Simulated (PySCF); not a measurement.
Can point charges reproduce the dipole moment of `C[SiH2]OC(C)=S`?

Coordinates (GFN2-xTB, Å) and charges (e) from the PBE0/pcSseg-1 density (PySCF):

| atom | x | y | z | Mulliken | IAO | Hirshfeld | ESP-fitted |
| --- | --- | --- | --- | --- | --- | --- | --- |
| C1 | -2.344 | 0.064 | -0.021 | -0.6417 | -0.7334 | -0.2139 | -0.6718 |
| Si2 | -1.045 | -1.085 | 0.742 | +0.8321 | +0.9828 | +0.4058 | +0.8093 |
| O3 | 0.486 | -0.626 | 0.269 | -0.5381 | -0.5321 | -0.1671 | -0.4045 |
| C4 | 1.159 | 0.460 | 0.560 | +0.0242 | +0.1682 | +0.1253 | +0.4440 |
| C5 | 2.521 | 0.536 | -0.050 | -0.1996 | -0.4440 | -0.1227 | -0.5669 |
| S6 | 0.573 | 1.629 | 1.530 | -0.1642 | -0.1886 | -0.1674 | -0.3235 |
| H7 | -2.202 | 0.164 | -1.095 | +0.1440 | +0.1607 | +0.0461 | +0.1740 |
| H8 | -3.346 | -0.318 | 0.146 | +0.1401 | +0.1619 | +0.0472 | +0.1624 |
| H9 | -2.292 | 1.061 | 0.411 | +0.1627 | +0.1742 | +0.0389 | +0.1703 |
| H10 | -1.106 | -1.096 | 2.199 | -0.0797 | -0.1276 | -0.0766 | -0.1608 |
| H11 | -0.995 | -2.412 | 0.142 | -0.1109 | -0.1347 | -0.0808 | -0.1626 |
| H12 | 2.874 | 1.562 | -0.061 | +0.1438 | +0.1731 | +0.0516 | +0.1502 |
| H13 | 2.503 | 0.127 | -1.059 | +0.1355 | +0.1646 | +0.0525 | +0.1938 |
| H14 | 3.211 | -0.066 | 0.544 | +0.1518 | +0.1750 | +0.0610 | +0.1862 |

Q: Compute μ = Σ q r for each scheme (1 e·Å = 4.803 D) and compare with the dipole of the full density.

A: The full density gives (-0.17, -1.48, -1.40) D, 2.04 D in size; dipole vectors point from the negative to the positive end.

```tsv
scheme	μx	μy	μz	size (D)	share of the full size (%)	angle to the full dipole (°)
Mulliken	0.40	-1.11	-0.35	1.23	61	35
IAO	-0.71	-1.65	-0.20	1.81	89	40
Hirshfeld	0.13	-1.12	-0.73	1.35	66	15
ESP-fitted	-0.15	-1.54	-1.44	2.11	104	1
```

Q: Which set comes closest?

A: Length of the difference vector: ESP-fitted 0.08 D, Hirshfeld 0.81 D, Mulliken 1.24 D, IAO 1.33 D. Closest: ESP-fitted. ESP charges are fitted to the potential around the molecule, whose slowest-falling term is the dipole's. The schemes that divide the density aren't constrained to reproduce the dipole.

Q: What is left for the Hirshfeld atoms' own dipoles?

A: The Hirshfeld atoms' densities add up to the full density, so μ = Σ q r + Σ (atomic dipoles). The atomic dipoles sum to (-0.17, -1.48, -1.40) − (0.13, -1.12, -0.73) = (-0.30, -0.36, -0.67) D, 0.81 D in size.

Q: With the origin at the mean of the coordinates, (0.000, 0.000, 0.304) Å, which are the largest single terms, by size, of the IAO dipole along the direction of the full one?

A: Si2 +2.70, S6 +1.87, C1 -1.29, H11 -1.25, O3 -1.12 D; all 14 atoms together +1.39 D. The single terms depend on the origin, their sum doesn't.

Q: Give the size of the full dipole in other units.

A: 2.04 D = 0.802 au = 0.424 e·Å = 6.80 × 10⁻³⁰ C·m.

Isolated species at its GFN2-xTB geometry (one conformer only).

The run behind these numbers computed NMR shieldings as well. Hardware: one thread of an Arm Neoverse N1, on a shared host. Cost: 36 s, 0.72 GiB resident at most.

Shape of the structure used: `[CH3:1][SiH2:2][O:3][C:4]([CH3:5])=[S:6]`: C1–Si2–O3–C4 67°, Si2–O3–C4–C5 180°.
